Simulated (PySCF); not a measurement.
# Radial density of F⁺ (fluorine, charge +1)

M06-2X, [He] 2s2 2p4, high-spin 3P determinant. Computed with PySCF 2.14 in cc-pVDZ (3s2p1d, 14 functions), with no relativity, point nucleus.

```csv
r (bohr),4πr²ρ (e/bohr),4πr²(ρα − ρβ)
0.00373,0.07342,0.0001
0.00628,0.1994,0.0001
0.0106,0.5203,0.0004
0.0178,1.296,0.0010
0.0299,2.948,0.0027
0.0503,5.808,0.0078
0.0846,8.950,0.0294
0.142,9.318,0.1373
0.239,5.702,0.5307
0.402,4.106,1.3562
0.677,5.915,1.9941
1.14,3.888,1.2198
1.92,0.7106,0.2008
3.22,0.02827,0.0102
```
